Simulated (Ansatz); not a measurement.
Born–Oppenheimer molecular dynamics of BClH6N2Si (11 atoms, charge 0, multiplicity 1). It starts from a relaxed structure.

Method: Ansatz, RKS LDA/STO-3G.

```
ensemble                      : NVE (velocity Verlet)
time step                     : 0.5 fs
steps asked                   : 400
starting velocities drawn for : 700 K
masses                        : H 10 u
seed                          : 885072
```

First frame:

```xyz
11
Properties=species:S:1:pos:R:3
N -1.163 1.260 0.382
B -0.300 0.944 -0.676
Cl -0.296 2.066 -2.094
N 0.556 -0.174 -0.714
Si 0.753 -1.412 0.514
H -1.780 2.095 0.368
H -1.247 0.683 1.243
H 1.137 -0.268 -1.573
H -0.160 -1.101 1.598
H 2.121 -1.426 1.008
H 0.444 -2.723 -0.035
```

Problem. How far do the bonds stretch over the last three quarters of this one trajectory? (Pairs bonded in most of those frames.)

Solution. 
| bond | mean (Å) | spread (Å) | shortest | longest |
| --- | --- | --- | --- | --- |
| N1–B2 | 1.408 | 0.011 | 1.39 | 1.44 |
| N1–H6 | 1.042 | 0.011 | 1.02 | 1.06 |
| N1–H7 | 1.042 | 0.007 | 1.03 | 1.06 |
| B2–Cl3 | 1.822 | 0.035 | 1.76 | 1.89 |
| B2–N4 | 1.414 | 0.016 | 1.38 | 1.44 |
| N4–Si5 | 1.767 | 0.044 | 1.68 | 1.85 |
| N4–H8 | 1.047 | 0.027 | 1.00 | 1.10 |
| Si5–H9 | 1.455 | 0.032 | 1.39 | 1.54 |
| Si5–H10 | 1.457 | 0.041 | 1.40 | 1.53 |
| Si5–H11 | 1.460 | 0.028 | 1.41 | 1.51 |

Mean temperature of the second half: 349 K. The conserved energy stayed within 0.068 meV per atom of its start (net change 0.043 meV per atom), so the integration is sound. Over the second half the temperature averaged 0.50 of the 700 K drawn at the start: a run that starts near a minimum puts about half its kinetic energy into the potential. A run of 0.2 ps of so small a system gives no equilibrium averages. Limits of this set-up: minimal basis.

Time of the run: 12 min on 1 thread of Arm Neoverse V1, with other jobs on the host, peak memory 0.09 GiB.
